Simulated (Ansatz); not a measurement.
A short molecular-dynamics run on `[SiH3][SiH2][GeH3]`.

```yaml
crystal:
  periodic: [false, false, false]
  atoms:
    - {symbol: Si, position_ang: [-1.302271, 1.335033, -0.632979]}
    - {symbol: Si, position_ang: [-0.433702, -0.816236, -0.352328]}
    - {symbol: Ge, position_ang: [1.600812, -0.733706, 0.879886]}
    - {symbol: H, position_ang: [-2.576046, 1.308381, -1.401049]}
    - {symbol: H, position_ang: [-0.320517, 2.180705, -1.363978]}
    - {symbol: H, position_ang: [-1.558674, 1.949622, 0.697398]}
    - {symbol: H, position_ang: [-0.178325, -1.436387, -1.682299]}
    - {symbol: H, position_ang: [-1.415521, -1.667256, 0.375977]}
    - {symbol: H, position_ang: [1.357609, -0.107951, 2.263745]}
    - {symbol: H, position_ang: [2.636037, 0.127945, 0.137159]}
    - {symbol: H, position_ang: [2.190618, -2.140171, 1.078448]}
basis:
  gaussian: {orbitals: "6-31G*"}
hamiltonian: {xc: {name: BLYP}, dispersion: d3bjatm}
md: {timestep: 0.5 fs, n_steps: 30, ensemble: nvt_nose_hoover, temperature: 1500, initial_velocities: maxwell_boltzmann, seed: 528}
```

```sh
$ ansatz run in.yaml --threads 4 --pin off --events-out ev --progress --plain --max-ram 10444MiB
```

| step | time (fs) | potential energy (eV) | kinetic (eV) | T (K) | conserved (eV) |
| --- | --- | --- | --- | --- | --- |
| 0 | 0.0 | -72395.9991 | 1.7450 | 1500 | -72394.2541 |
| 1 | 0.5 | -72395.9591 | 1.7050 | 1466 | -72394.2540 |
| 2 | 1.0 | -72395.8662 | 1.6130 | 1387 | -72394.2532 |
| 3 | 1.5 | -72395.7344 | 1.4827 | 1275 | -72394.2518 |
| 4 | 2.0 | -72395.5877 | 1.3378 | 1150 | -72394.2499 |
| 5 | 2.5 | -72395.4555 | 1.2073 | 1038 | -72394.2482 |
| 6 | 3.0 | -72395.3640 | 1.1168 | 960 | -72394.2473 |
| 7 | 3.5 | -72395.3270 | 1.0797 | 928 | -72394.2475 |
| 8 | 4.0 | -72395.3414 | 1.0929 | 939 | -72394.2487 |
| 9 | 4.5 | -72395.3892 | 1.1392 | 979 | -72394.2503 |
| 10 | 5.0 | -72395.4459 | 1.1947 | 1027 | -72394.2516 |
| 11 | 5.5 | -72395.4893 | 1.2374 | 1064 | -72394.2525 |
| 12 | 6.0 | -72395.5047 | 1.2528 | 1077 | -72394.2527 |
| 13 | 6.5 | -72395.4869 | 1.2354 | 1062 | -72394.2525 |
| 14 | 7.0 | -72395.4379 | 1.1871 | 1020 | -72394.2520 |
| 15 | 7.5 | -72395.3641 | 1.1141 | 958 | -72394.2514 |
| 16 | 8.0 | -72395.2737 | 1.0245 | 881 | -72394.2509 |
| 17 | 8.5 | -72395.1748 | 0.9263 | 796 | -72394.2504 |
| 18 | 9.0 | -72395.0744 | 0.8265 | 710 | -72394.2500 |
| 19 | 9.5 | -72394.9783 | 0.7309 | 628 | -72394.2497 |
| 20 | 10.0 | -72394.8914 | 0.6446 | 554 | -72394.2494 |
| 21 | 10.5 | -72394.8188 | 0.5724 | 492 | -72394.2491 |
| 22 | 11.0 | -72394.7655 | 0.5197 | 447 | -72394.2487 |
| 23 | 11.5 | -72394.7368 | 0.4915 | 422 | -72394.2485 |
| 24 | 12.0 | -72394.7371 | 0.4922 | 423 | -72394.2483 |
| 25 | 12.5 | -72394.7686 | 0.5237 | 450 | -72394.2485 |
| 26 | 13.0 | -72394.8293 | 0.5843 | 502 | -72394.2489 |
| 27 | 13.5 | -72394.9125 | 0.6671 | 573 | -72394.2496 |
| 28 | 14.0 | -72395.0070 | 0.7611 | 654 | -72394.2506 |
| 29 | 14.5 | -72395.0980 | 0.8515 | 732 | -72394.2517 |
| 30 | 15.0 | -72395.1693 | 0.9223 | 793 | -72394.2527 |

Velocities are drawn at the set temperature; a run this short doesn't reach equilibrium.

Frames (Å, forces in eV/Å):

```xyz
11
time=0.0 fs
Si   -1.302    1.335   -0.633    0.002   -0.026   -0.002
Si   -0.434   -0.816   -0.352   -0.060    0.009   -0.035
Ge    1.601   -0.734    0.880   -0.067   -0.016   -0.042
H    -2.576    1.308   -1.401   -0.165    0.026   -0.096
H    -0.321    2.181   -1.364    0.104    0.123   -0.086
H    -1.559    1.950    0.697   -0.038    0.097    0.150
H    -0.178   -1.436   -1.682    0.014   -0.102   -0.165
H    -1.416   -1.667    0.376   -0.128   -0.128    0.071
H     1.358   -0.108    2.264   -0.019    0.119    0.271
H     2.636    0.128    0.137    0.217    0.163   -0.121
H     2.191   -2.140    1.078    0.141   -0.265    0.056
11
time=1.0 fs
Si   -1.304    1.331   -0.637    1.702    0.371    0.297
Si   -0.430   -0.809   -0.346    0.644    0.615   -0.543
Ge    1.598   -0.737    0.879    0.100    0.676   -0.041
H    -2.510    1.257   -1.387   -1.305    0.049   -0.790
H    -0.293    2.237   -1.343   -0.378   -0.311    0.172
H    -1.549    1.911    0.698   -0.172    0.209    0.326
H    -0.198   -1.423   -1.674    0.079   -0.184   -0.289
H    -1.387   -1.614    0.350   -0.926   -0.797    0.655
H     1.368   -0.078    2.269    0.015   -0.030    0.045
H     2.620    0.152    0.107    0.003    0.025    0.029
H     2.252   -2.093    1.058    0.238   -0.624    0.140
11
time=2.0 fs
Si   -1.306    1.327   -0.640    3.199    0.810    0.756
Si   -0.427   -0.802   -0.339    1.352    1.146   -1.075
Ge    1.595   -0.740    0.878    0.295    1.205   -0.011
H    -2.457    1.205   -1.381   -2.366   -0.008   -1.476
H    -0.268    2.290   -1.320   -0.753   -0.667    0.326
H    -1.541    1.874    0.702   -0.293    0.285    0.433
H    -0.218   -1.411   -1.668    0.131   -0.241   -0.362
H    -1.367   -1.568    0.331   -1.712   -1.417    1.213
H     1.379   -0.048    2.274    0.043   -0.180   -0.172
H     2.604    0.176    0.078   -0.188   -0.109    0.174
H     2.316   -2.051    1.040    0.293   -0.824    0.195
11
time=3.0 fs
Si   -1.307    1.324   -0.644    3.950    1.203    1.050
Si   -0.422   -0.794   -0.333    1.717    1.323   -1.410
Ge    1.592   -0.743    0.877    0.558    1.489    0.041
H    -2.426    1.154   -1.389   -2.827   -0.075   -1.804
H    -0.251    2.337   -1.293   -1.004   -0.921    0.384
H    -1.536    1.840    0.710   -0.391    0.317    0.440
H    -0.236   -1.401   -1.666    0.165   -0.266   -0.362
H    -1.363   -1.536    0.323   -2.140   -1.715    1.497
H     1.390   -0.020    2.278    0.061   -0.314   -0.348
H     2.586    0.199    0.050   -0.337   -0.221    0.295
H     2.382   -2.017    1.023    0.249   -0.819    0.217
11
time=4.0 fs
Si   -1.306    1.321   -0.647    3.688    1.422    0.938
Si   -0.418   -0.786   -0.327    1.480    0.985   -1.395
Ge    1.590   -0.745    0.877    0.903    1.532    0.103
H    -2.422    1.102   -1.413   -2.414   -0.030   -1.553
H    -0.244    2.375   -1.264   -1.141   -1.075    0.369
H    -1.535    1.809    0.722   -0.463    0.306    0.345
H    -0.252   -1.394   -1.667    0.184   -0.259   -0.286
H    -1.379   -1.519    0.329   -1.956   -1.524    1.351
H     1.402    0.005    2.279    0.066   -0.420   -0.466
H     2.565    0.220    0.025   -0.433   -0.303    0.381
H     2.451   -1.991    1.008    0.085   -0.634    0.212
11
time=5.0 fs
Si   -1.304    1.318   -0.649    2.717    1.419    0.539
Si   -0.412   -0.777   -0.322    0.737    0.262   -1.111
Ge    1.587   -0.748    0.876    1.304    1.406    0.162
H    -2.440    1.050   -1.452   -1.418    0.167   -0.877
H    -0.247    2.403   -1.231   -1.175   -1.133    0.299
H    -1.538    1.781    0.738   -0.506    0.267    0.168
H    -0.267   -1.390   -1.671    0.194   -0.226   -0.151
H    -1.414   -1.517    0.347   -1.264   -0.968    0.869
H     1.415    0.026    2.275    0.060   -0.489   -0.519
H     2.540    0.238    0.004   -0.477   -0.350    0.430
H     2.520   -1.971    0.995   -0.171   -0.353    0.192
11
time=6.0 fs
Si   -1.301    1.316   -0.652    1.559    1.256    0.151
Si   -0.407   -0.768   -0.317   -0.173   -0.556   -0.774
Ge    1.585   -0.750    0.875    1.707    1.194    0.205
H    -2.472    0.999   -1.500   -0.355    0.432   -0.124
H    -0.261    2.420   -1.194   -1.111   -1.092    0.183
H    -1.546    1.756    0.755   -0.521    0.213   -0.052
H    -0.280   -1.387   -1.676    0.199   -0.177    0.016
H    -1.461   -1.525    0.374   -0.409   -0.327    0.297
H     1.428    0.042    2.266    0.042   -0.520   -0.507
H     2.510    0.253   -0.014   -0.472   -0.361    0.439
H     2.588   -1.954    0.984   -0.467   -0.063    0.166
11
time=7.0 fs
Si   -1.297    1.314   -0.654    0.514    0.997   -0.040
Si   -0.401   -0.760   -0.313   -0.975   -1.261   -0.528
Ge    1.583   -0.752    0.874    2.059    0.954    0.222
H    -2.508    0.952   -1.548    0.471    0.673    0.478
H    -0.286    2.426   -1.157   -0.939   -0.934    0.025
H    -1.558    1.732    0.771   -0.514    0.159   -0.277
H    -0.291   -1.387   -1.681    0.204   -0.123    0.184
H    -1.512   -1.535    0.404    0.332    0.200   -0.186
H     1.441    0.054    2.252    0.017   -0.509   -0.429
H     2.476    0.265   -0.027   -0.422   -0.335    0.411
H     2.652   -1.938    0.975   -0.748    0.177    0.141
11
time=8.0 fs
Si   -1.294    1.313   -0.657   -0.372    0.653   -0.018
Si   -0.396   -0.752   -0.308   -1.566   -1.784   -0.398
Ge    1.581   -0.754    0.874    2.325    0.712    0.210
H    -2.539    0.912   -1.593    1.005    0.847    0.875
H    -0.320    2.424   -1.119   -0.648   -0.637   -0.175
H    -1.576    1.710    0.785   -0.490    0.114   -0.474
H    -0.300   -1.387   -1.684    0.211   -0.075    0.325
H    -1.559   -1.544    0.432    0.859    0.556   -0.520
H     1.455    0.060    2.234   -0.014   -0.456   -0.289
H     2.438    0.273   -0.036   -0.332   -0.273    0.345
H     2.708   -1.920    0.967   -0.978    0.342    0.118
11
time=9.0 fs
Si   -1.290    1.312   -0.659   -1.150    0.203    0.155
Si   -0.392   -0.744   -0.304   -1.955   -2.137   -0.348
Ge    1.579   -0.756    0.873    2.492    0.473    0.171
H    -2.561    0.880   -1.629    1.304    0.952    1.100
H    -0.360    2.416   -1.082   -0.237   -0.182   -0.410
H    -1.598    1.690    0.795   -0.455    0.082   -0.619
H    -0.307   -1.388   -1.685    0.219   -0.041    0.421
H    -1.599   -1.547    0.456    1.183    0.760   -0.721
H     1.468    0.062    2.214   -0.048   -0.364   -0.093
H     2.397    0.278   -0.042   -0.210   -0.175    0.246
H     2.755   -1.899    0.960   -1.142    0.428    0.099
11
time=10.0 fs
Si   -1.287    1.311   -0.661   -1.855   -0.344    0.392
Si   -0.388   -0.738   -0.300   -2.185   -2.355   -0.329
Ge    1.578   -0.758    0.872    2.559    0.246    0.109
H    -2.570    0.857   -1.655    1.442    1.004    1.204
H    -0.403    2.406   -1.050    0.256    0.402   -0.657
H    -1.625    1.669    0.798   -0.415    0.065   -0.705
H    -0.312   -1.390   -1.681    0.227   -0.024    0.463
H    -1.627   -1.544    0.472    1.352    0.853   -0.822
H     1.481    0.061    2.193   -0.083   -0.239    0.143
H     2.353    0.282   -0.045   -0.067   -0.048    0.121
H     2.791   -1.874    0.954   -1.232    0.442    0.081
11
time=11.0 fs
Si   -1.284    1.310   -0.664   -2.440   -0.893    0.603
Si   -0.385   -0.732   -0.296   -2.303   -2.473   -0.305
Ge    1.577   -0.760    0.872    2.530    0.051    0.040
H    -2.566    0.844   -1.669    1.478    1.016    1.228
H    -0.442    2.400   -1.024    0.732    1.003   -0.868
H    -1.656    1.650    0.795   -0.374    0.063   -0.731
H    -0.315   -1.392   -1.673    0.235   -0.026    0.450
H    -1.643   -1.532    0.481    1.416    0.873   -0.857
H     1.493    0.058    2.173   -0.115   -0.097    0.392
H     2.309    0.286   -0.048    0.084    0.095   -0.016
H     2.816   -1.845    0.949   -1.243    0.388    0.065
11
time=12.0 fs
Si   -1.283    1.308   -0.666   -2.770   -1.245    0.715
Si   -0.382   -0.727   -0.292   -2.331   -2.509   -0.263
Ge    1.576   -0.762    0.871    2.413   -0.068   -0.020
H    -2.547    0.840   -1.671    1.429    0.994    1.186
H    -0.475    2.404   -1.006    1.038    1.418   -0.982
H    -1.690    1.631    0.785   -0.334    0.074   -0.699
H    -0.315   -1.394   -1.660    0.242   -0.046    0.386
H    -1.645   -1.511    0.481    1.401    0.840   -0.844
H     1.504    0.053    2.156   -0.142    0.037    0.614
H     2.266    0.290   -0.050    0.223    0.234   -0.144
H     2.828   -1.812    0.944   -1.169    0.270    0.050
11
time=13.0 fs
Si   -1.282    1.306   -0.668   -2.698   -1.194    0.710
Si   -0.381   -0.723   -0.288   -2.255   -2.458   -0.214
Ge    1.576   -0.764    0.870    2.211   -0.055   -0.049
H    -2.515    0.846   -1.662    1.271    0.925    1.053
H    -0.499    2.420   -0.997    1.058    1.456   -0.954
H    -1.728    1.613    0.768   -0.300    0.098   -0.609
H    -0.313   -1.396   -1.644    0.247   -0.083    0.273
H    -1.633   -1.483    0.474    1.291    0.747   -0.773
H     1.514    0.049    2.146   -0.162    0.137    0.765
H     2.225    0.297   -0.054    0.334    0.342   -0.239
H     2.830   -1.776    0.940   -0.997    0.084    0.037
11
time=14.0 fs
Si   -1.282    1.304   -0.669   -2.175   -0.684    0.653
Si   -0.380   -0.719   -0.284   -2.029   -2.297   -0.196
Ge    1.576   -0.766    0.870    1.925    0.139   -0.035
H    -2.471    0.861   -1.643    0.941    0.784    0.774
H    -0.512    2.451   -0.998    0.807    1.087   -0.792
H    -1.768    1.596    0.745   -0.275    0.135   -0.466
H    -0.309   -1.399   -1.626    0.251   -0.134    0.121
H    -1.610   -1.448    0.459    1.040    0.570   -0.617
H     1.522    0.046    2.143   -0.174    0.178    0.808
H     2.187    0.307   -0.061    0.405    0.392   -0.276
H     2.821   -1.740    0.936   -0.717   -0.170    0.025
11
time=15.0 fs
Si   -1.283    1.301   -0.670   -1.265    0.155    0.680
Si   -0.380   -0.717   -0.281   -1.597   -2.005   -0.267
Ge    1.576   -0.767    0.869    1.561    0.528    0.024
H    -2.417    0.883   -1.617    0.375    0.548    0.283
H    -0.518    2.492   -1.006    0.420    0.471   -0.552
H    -1.812    1.580    0.718   -0.257    0.181   -0.281
H    -0.302   -1.404   -1.606    0.252   -0.192   -0.050
H    -1.576   -1.407    0.438    0.589    0.277   -0.341
H     1.529    0.045    2.147   -0.178    0.151    0.732
H     2.153    0.320   -0.069    0.434    0.369   -0.245
H     2.807   -1.706    0.933   -0.335   -0.483    0.017
```

It took 27 s on 4 threads of an Arm Neoverse V2 on a shared host, with 0.15 GiB of host memory at the peak.
